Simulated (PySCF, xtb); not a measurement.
H₆OSiSn, SMILES [SiH3][O][SnH3].

Harmonic wavenumbers (cm⁻¹) from GFN2-xTB in xtb at its own minimum, in rising order: 16, 59, 82, 321, 465, 487, 605, 614, 627, 648, 652, 772, 799, 831, 948, 1570, 1776, 1812, 2234, 2254, 2296.

Q: What does PBE0-D3(BJ)/def2-SVP (PySCF) give at its own minimum? (An estimate is asked for; the answer gives what the named calculation found.)

A: 29, 52, 97, 453, 513, 523, 705, 706, 710, 728, 738, 945, 954, 1001, 1005, 1943, 1948, 1972, 2194, 2202, 2239. Paired by order, the mean absolute difference is 100 cm⁻¹ and the zero-point energies are 28.4 and 31.0 kcal/mol.
